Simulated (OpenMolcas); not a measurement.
Ta3+: CASPT2 settings compared

```json
{
 "Program": "OpenMolcas",
 "Basis": "ANO-RCC-VDZP [7s6p4d2f1g]",
 "Scalar Hamiltonian": "DKH2, point nucleus",
 "Active space": "2 electrons in 5 orbitals (5d)",
 "State averaging": "2S+1 = 3 even, 10 roots; 2S+1 = 1 even, 15 roots",
 "Spin-orbit coupling": "RASSI with atomic mean-field integrals over the reference wave functions, term energies averaged over their components"
}
```

Methods on the same reference wave functions:
A. CASSCF
B. SS-CASPT2, IPEA 0.4 Eh, imaginary shift 0.15 Eh (closed shells correlated: none)
C. SS-CASPT2, IPEA 0.4 Eh, sigma2 regulariser 0.25 Eh (closed shells correlated: 4f 5s 5p)
D. SS-CASPT2, IPEA 0.5 Eh, imaginary shift 0.1 Eh (closed shells correlated: 5s 5p)

Energies in cm-1 above 5d2 3F2.

| Level | A | B | C | D |
| --- | --- | --- | --- | --- |
| 5d2 3F2 | 0.0 | 0.0 | 0.0 | 0.0 |
| 5d2 3F3 | 5246 | 5440 | 5440 | 5500 |
| 5d2 3F4 | 9989 | 10160 | 10130 | 10190 |
| 5d2 3P0 | 12746 | 12140 | 11580 | 11670 |
| 5d2 1D2 [55 %] | 13707 | 12360 | 12200 | 11900 |
| 5d2 3P1 | 15639 | 15290 | 14720 | 14810 |
| 5d2 1G4 | 21067 | 20870 | 20480 | 20460 |
| 5d2 3P2 [61 %] | 21397 | 20480 | 20100 | 20000 |
| 5d2 1S0 | 42389 | 37980 | 37580 | 37580 |

Among B to D the level of the table that moves most is 5d2 3P1, by 570 cm-1 (lowest in C, highest in B). Moves below CASPT2's spread within the term are not significant.

From A to B the spin-free energies of the other terms of 5d2 shown, above 3F, scale by factors of 0.74 to 0.97, as is usual when dynamic correlation screens the repulsion within a d or f shell.

The lowest spin-free term lies below A's lowest term by 0.002 hartree in B, 0.848 hartree in C, 0.157 hartree in D.

Term energies are means over components that CASPT2 splits; among the terms shown or strongly mixed into the levels shown the widest spread is 190 cm-1 (5d2 1G, C). The basis is small and was not contracted for so high a charge. Without dynamic correlation excited terms often stand tens of per cent too high (terms of higher spin than the ground term too low), and those without a measured partner can miss by more than the paired ones (holds for A). Only configurations of the active space appear.

A share in square brackets marks a mixed level and gives the weight of the term that names it, the lowest over the columns.
